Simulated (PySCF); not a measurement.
PySCF input file for TiH3, SMILES [TiH3] (connectivity only; charge and spin as stated), neutral, multiplicity 2, PBE0-D3(BJ)/def2-TZVPD. Geometry: PBE0-D3(BJ)/def2-TZVPD. The geometry has at least one imaginary mode, so it is a saddle point at that level. The spin state was assumed, not searched.

```python
import numpy as np
from pyscf import gto, scf, dft, df
from pyscf.hessian import thermo

mol = gto.M(
    atom='''
    Ti    0.00000000   -0.00000000    0.00000000
    H     1.73177337    0.00000000    0.00000000
    H    -0.86588669    1.49975974    0.00000000
    H    -0.86588669   -1.49975974    0.00000000
    ''',
    basis='def2-TZVPD',
    charge=0,
    spin=1,
    max_memory=1600,
    verbose=3,
)
mf = dft.UKS(mol, xc='pbe0').density_fit(auxbasis='def2-universal-jkfit')
mf.disp = 'd3bj'
mf.grids.level = 3
mf.conv_tol = 1e-11
mf.max_cycle = 100
mf.kernel()
fine, coarse = mf.grids, dft.Grids(mol).set(level=1).build(with_non0tab=True)
for _ in range(3):  # follow internal instabilities
    mf.grids = coarse
    mo, _, stable, _ = mf.stability(return_status=True, nroots=4)
    mf.grids = fine
    if stable:
        break
    mf.kernel(mf.make_rdm1(mo, mf.mo_occ))

# [left out here: the lines that compute and print the analytic Hessian (its translational invariance restored by hand, since the grid's response is missing), thermochemistry and intensities]
```

Log of the run:

```

WARN: HOMO -0.143788371557512 >= LUMO -0.143788371557511

converged SCF energy = -850.936386711662  <S^2> = 0.76427903  2S+1 = 2.0142284
<class 'pyscf.df.df_jk.DFUKS'> wavefunction is stable in the internal stability analysis

WARN: DFTD3 does not support analytical Hessian, using finite difference


WARN: Mole.unit (angstrom) is changed to Bohr

Mode                                 0                   1                   2
Irrep
Freq [cm^-1]                     -147.0822            664.6873            664.7251
Reduced mass [au]                   1.0703              1.0345              1.0345
Force const [Dyne/A]               -0.0136              0.2693              0.2693
Char temp [K]                    -211.6185            956.3370            956.3914
Normal mode                   x     y     z       x     y     z       x     y     z
       0  Ti                 0.00  0.00  0.04    0.02  0.00 -0.00   -0.00  0.02 -0.00
       1   H                -0.00 -0.00 -0.56    0.06 -0.04  0.00   -0.00 -0.80  0.00
       2   H                -0.00 -0.00 -0.56   -0.60 -0.38  0.00   -0.34 -0.14  0.00
       3   H                 0.00  0.00 -0.56   -0.56  0.36  0.00    0.40 -0.17  0.00
Mode                                 3                   4                   5
Irrep
Freq [cm^-1]                     1666.9467           1667.0579           1699.5717
Reduced mass [au]                   1.0419              1.0419              1.0080
Force const [Dyne/A]                1.7058              1.7060              1.7155
Char temp [K]                    2398.3651           2398.5252           2445.3053
Normal mode                   x     y     z       x     y     z       x     y     z
       0  Ti                 0.00  0.03  0.00   -0.03  0.00  0.00    0.00  0.00 -0.00
       1   H                -0.01 -0.04 -0.00    0.80 -0.00 -0.00   -0.58  0.00  0.00
       2   H                 0.33 -0.61 -0.00    0.23 -0.33 -0.00    0.29 -0.50  0.00
       3   H                -0.33 -0.61 -0.00    0.22  0.33 -0.00    0.29  0.50  0.00
temperature 298.1500 [K]
pressure 101325.00 [Pa]
Rotational constants [GHz] 111.45083 111.45083 55.72541
Symmetry number 6
Zero-point energy (ZPE) 0.01450 [Eh]   38059.124 [J/mol]
                           tot       elec      trans        rot        vib
Entropy [J/mol/K]       221.883      5.763    157.756     55.360      3.005
Cv [J/mol/K]             32.959      0.000     12.472     12.472      8.016
Cp [J/mol/K]             41.274      0.000     20.786     12.472      8.016
Internal energy [J/mol]                      3718.434   3718.434  38747.929
Internal energy [Eh]   -850.91880  -850.93639
Enthalpy [J/mol]                             6197.391   3718.434  38747.929
Enthalpy [Eh]          -850.91785
Gibbs free energy [J/mol]                  -40837.456 -12787.117  37852.131
Gibbs free energy [Eh] -850.94305
mode   freq/cm-1   IR/(km/mol)
   1     -147.08       465.536
   2      664.69        93.119
   3      664.73        92.998
   4     1666.95       607.743
   5     1667.06       607.579
   6     1699.57         0.001
max |gradient| / (hartree/bohr): 1.5920019014576416e-05
APT charges: [ 1.2828 -0.4276 -0.4277 -0.4277]
```

The calculation finished and met its thresholds. The end point has an imaginary mode, so it is no minimum.
